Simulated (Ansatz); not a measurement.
BFH6OSi2, SMILES `B[SiH2]O[SiH2]F`, relaxed with RKS PBE0-D4/def2-TZVP in Ansatz from a PBE-D4/def2-SVP geometry. The force threshold is 0.005 eV/Å; the program also tests the step.

The species carries charge 0 and has multiplicity 1.

Start:

```xyz
11

B     1.580   -1.277    0.468
Si    0.715    0.454    1.011
O    -0.456    1.043   -0.057
Si   -1.566    0.543   -1.177
F    -2.741   -0.321   -0.435
H     1.262   -1.922   -0.513
H     2.477   -1.717    1.163
H     1.763    1.530    1.141
H     0.087    0.270    2.374
H    -0.931   -0.362   -2.191
H    -2.191    1.758   -1.785
```

```json
{"step": "1", "energy (eV)": "-21286.5004", "largest force (eV/Å)": "0.975", "largest move (Å)": "0.000"}
{"step": "2", "energy (eV)": "-21286.5736", "largest force (eV/Å)": "0.714", "largest move (Å)": "0.037"}
{"step": "3", "energy (eV)": "-21286.5973", "largest force (eV/Å)": "0.087", "largest move (Å)": "0.033"}
{"step": "4", "energy (eV)": "-21286.5984", "largest force (eV/Å)": "0.066", "largest move (Å)": "0.056"}
{"step": "5", "energy (eV)": "-21286.5987", "largest force (eV/Å)": "0.106", "largest move (Å)": "0.025"}
{"step": "6", "energy (eV)": "-21286.6009", "largest force (eV/Å)": "0.010", "largest move (Å)": "0.045"}
{"step": "7", "energy (eV)": "-21286.6015", "largest force (eV/Å)": "0.010", "largest move (Å)": "0.036"}
{"step": "8", "energy (eV)": "-21286.6018", "largest force (eV/Å)": "0.020", "largest move (Å)": "0.056"}
{"step": "9", "energy (eV)": "-21286.6019", "largest force (eV/Å)": "0.022", "largest move (Å)": "0.015"}
{"step": "10", "energy (eV)": "-21286.6021", "largest force (eV/Å)": "0.021", "largest move (Å)": "0.018"}
{"step": "11", "energy (eV)": "-21286.6023", "largest force (eV/Å)": "0.036", "largest move (Å)": "0.044"}
{"step": "12", "energy (eV)": "-21286.6025", "largest force (eV/Å)": "0.064", "largest move (Å)": "0.049"}
{"step": "13", "energy (eV)": "-21286.6025", "largest force (eV/Å)": "0.084", "largest move (Å)": "0.029"}
{"step": "14", "energy (eV)": "-21286.6028", "largest force (eV/Å)": "0.087", "largest move (Å)": "0.018"}
{"step": "15", "energy (eV)": "-21286.6030", "largest force (eV/Å)": "0.071", "largest move (Å)": "0.015"}
{"step": "16", "energy (eV)": "-21286.6033", "largest force (eV/Å)": "0.056", "largest move (Å)": "0.036"}
{"step": "17", "energy (eV)": "-21286.6037", "largest force (eV/Å)": "0.050", "largest move (Å)": "0.073"}
{"step": "18", "energy (eV)": "-21286.6038", "largest force (eV/Å)": "0.046", "largest move (Å)": "0.043"}
{"step": "19", "energy (eV)": "-21286.6040", "largest force (eV/Å)": "0.039", "largest move (Å)": "0.033"}
{"step": "20", "energy (eV)": "-21286.6041", "largest force (eV/Å)": "0.032", "largest move (Å)": "0.042"}
{"step": "21 (rejected)", "energy (eV)": "-21286.6040", "largest force (eV/Å)": "0.056", "largest move (Å)": "0.034"}
{"step": "22", "energy (eV)": "-21286.6042", "largest force (eV/Å)": "0.006", "largest move (Å)": "0.007"}
{"step": "23", "energy (eV)": "-21286.6042", "largest force (eV/Å)": "0.006", "largest move (Å)": "0.009"}
{"step": "24", "energy (eV)": "-21286.6042", "largest force (eV/Å)": "0.004", "largest move (Å)": "0.007"}
{"step": "25", "energy (eV)": "-21286.6042", "largest force (eV/Å)": "0.004", "largest move (Å)": "0.006"}
{"step": "26", "energy (eV)": "-21286.6042", "largest force (eV/Å)": "0.004", "largest move (Å)": "0.007"}
{"step": "27", "energy (eV)": "-21286.6042", "largest force (eV/Å)": "0.003", "largest move (Å)": "0.007"}
```

End:

```xyz
11

B     1.445   -1.336    0.565
Si    0.733    0.492    0.972
O    -0.477    1.006   -0.027
Si   -1.517    0.554   -1.177
F    -2.361   -0.703   -0.671
H     1.057   -2.017   -0.338
H     2.316   -1.779    1.257
H     1.844    1.480    0.873
H     0.221    0.522    2.372
H    -0.799    0.122   -2.398
H    -2.461    1.661   -1.428
```

Hardware: 4 threads of an Arm Neoverse V2 on a shared host. Wall time 80 s, peak host memory 0.55 GiB.
